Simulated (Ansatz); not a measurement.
Start from `ClC[SiH2]Cl` and change one atom or group to get `ClC[SiH2]Br`.

Ansatz, PBE0-D4/def2-TZVP geometries, multiplicity 1. Each molecule was computed in one conformer, which needn't be the lowest.

Scalar relativity is left out up to krypton.

| property | `ClC[SiH2]Cl` |
| --- | --- |
| size of the dipole moment (PBE/def2-TZVPP) / D | 0.59 |
| HOMO energy (ωB97M-V/def2-TZVPP) / eV | -10.60 |
| HOMO–LUMO gap (PBE/def2-TZVPP) / eV | 5.90 |
| HOMO energy (B3LYP/def2-TZVPP) / eV | -8.13 |
| HOMO–LUMO gap (ωB97M-V/def2-TZVPP) / eV | 12.43 |
| size of the dipole moment (B3LYP/def2-TZVPP) / D | 0.55 |

Q: What does the change do to each property? (An estimate is asked.)

A: Ansatz gave: 
| property | `ClC[SiH2]Br` | shift |
| --- | --- | --- |
| size of the dipole moment (PBE/def2-TZVPP) / D | 2.07 | 1.48 |
| HOMO energy (ωB97M-V/def2-TZVPP) / eV | -10.45 | 0.15 |
| HOMO–LUMO gap (PBE/def2-TZVPP) / eV | 5.68 | -0.22 |
| HOMO energy (B3LYP/def2-TZVPP) / eV | -7.98 | 0.15 |
| HOMO–LUMO gap (ωB97M-V/def2-TZVPP) / eV | 12.00 | -0.43 |
| size of the dipole moment (B3LYP/def2-TZVPP) / D | 2.20 | 1.65 |

With PBE0 the HOMO rises by 0.15 eV and the LUMO falls by 0.17 eV, so the gap narrows by about 0.32 eV. PBE moves the HOMO by 0.13 eV and ωB97M-V by 0.15 eV. Dipoles are sizes alone; their direction can turn.

B3LYP here is the variant with VWN-RPA as its local correlation; programs differ in this.

Spin–orbit coupling is left out; it splits and shifts lone-pair levels of the heavy atoms by tenths of an eV.
